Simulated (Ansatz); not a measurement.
Geometry optimisation, UKS r2SCAN-D4/6-31G (Ansatz).

input.yaml

```yaml
crystal:
  periodic: [false, false, false]
  atoms:
    - { symbol: Si, position_ang: [0.635982, 0.599798, 1.877731] }
    - { symbol: O, position_ang: [0.39164, -0.407717, -1.012244] }
    - { symbol: C, position_ang: [-0.755367, -0.462196, -1.914279] }
    - { symbol: Cl, position_ang: [-0.744774, 1.98754, 0.974809] }
    - { symbol: Cl, position_ang: [2.284698, 1.723466, 2.715406] }
    - { symbol: Cl, position_ang: [-0.425546, -0.388739, 3.493847] }
    - { symbol: H, position_ang: [0.625221, -1.295647, -0.68213] }
    - { symbol: H, position_ang: [1.114475, -0.415484, 0.965915] }
    - { symbol: H, position_ang: [-1.62396, -0.936868, -1.44133] }
    - { symbol: H, position_ang: [-0.510009, -0.982998, -2.848007] }
    - { symbol: H, position_ang: [-0.992361, 0.578846, -2.129819] }
magnetization:
  spin_polarized: true
basis:
  gaussian: { orbitals: "6-31G" }
hamiltonian:
  xc: r2scan
  dispersion: d4
relax:
  f_tol: 0.03
  max_steps: 50
output:
  orbitals: {}
```

Run as:

```bash
$ ansatz run input.yaml --threads 2 --pin off --max-ram 3072MiB --backend cpu --events-out ev --progress --plain --runs-dir out
```

**Question.** Where does it end, and by what steps?

**Answer.** It converged. Limits of this set-up: no polarisation functions. After 32 steps the energy has fallen by 0.513 eV; Cl6 moved furthest, 1.65 Å. Joined: Si1–O2.

```json
{"step": "0", "energy less start (eV)": "0.0000", "largest force component (eV/Å)": "0.531", "accepted": "yes"}
{"step": "2", "energy less start (eV)": "-0.1178", "largest force component (eV/Å)": "0.780", "accepted": "yes"}
{"step": "4", "energy less start (eV)": "-0.1832", "largest force component (eV/Å)": "0.282", "accepted": "yes"}
{"step": "6", "energy less start (eV)": "-0.2507", "largest force component (eV/Å)": "0.246", "accepted": "yes"}
{"step": "8", "energy less start (eV)": "-0.3362", "largest force component (eV/Å)": "0.228", "accepted": "yes"}
{"step": "10", "energy less start (eV)": "-0.3705", "largest force component (eV/Å)": "1.207", "accepted": "yes"}
{"step": "12", "energy less start (eV)": "-0.4002", "largest force component (eV/Å)": "0.322", "accepted": "yes"}
{"step": "14", "energy less start (eV)": "-0.4204", "largest force component (eV/Å)": "0.200", "accepted": "yes"}
{"step": "16", "energy less start (eV)": "-0.4252", "largest force component (eV/Å)": "0.043", "accepted": "yes"}
{"step": "18", "energy less start (eV)": "-0.4283", "largest force component (eV/Å)": "0.090", "accepted": "yes"}
{"step": "20", "energy less start (eV)": "-0.4366", "largest force component (eV/Å)": "0.496", "accepted": "no"}
{"step": "22", "energy less start (eV)": "-0.4557", "largest force component (eV/Å)": "0.166", "accepted": "yes"}
{"step": "24", "energy less start (eV)": "-0.4739", "largest force component (eV/Å)": "0.525", "accepted": "yes"}
{"step": "26", "energy less start (eV)": "-0.5061", "largest force component (eV/Å)": "0.303", "accepted": "yes"}
{"step": "28", "energy less start (eV)": "-0.5116", "largest force component (eV/Å)": "0.079", "accepted": "yes"}
{"step": "30", "energy less start (eV)": "-0.5127", "largest force component (eV/Å)": "0.056", "accepted": "yes"}
{"step": "32", "energy less start (eV)": "-0.5133", "largest force component (eV/Å)": "0.026", "accepted": "yes"}
```

```xyz
11
Properties=species:S:1:pos:R:3
Si 0.648 0.521 1.249
O -0.179 -0.790 -0.262
C -0.513 -0.327 -1.616
Cl -1.205 1.671 0.987
Cl 1.637 1.763 2.797
Cl 0.399 -1.328 2.421
H -0.744 -1.522 0.056
H 1.665 0.636 0.169
H -1.505 0.132 -1.629
H -0.449 -1.172 -2.306
H 0.246 0.415 -1.866
```

The run took 3.1 min on 2 threads of AMD EPYC 7R13 Processor (Zen 3), on a shared host, peak memory 0.3 GiB.
